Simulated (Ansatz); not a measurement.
`N[AsH][GaH2]`, charge 0, multiplicity 1.

(1) Give a relaxed structure at PBE0-D4/def2-TZVP (the Gaussian-basis code of Ansatz). (Estimate.)

## Answers

(1) Computed: 
Z-matrix (Å, degrees):
```
N
As 1 1.870
H 1 1.011 2 109.0
H 1 1.011 2 114.2 3 -120.9
Ga 2 2.416 1 101.8 3 123.4
H 2 1.530 1 97.5 3 -145.1
H 5 1.576 2 118.7 1 -21.4
H 5 1.571 2 120.3 1 160.8
```
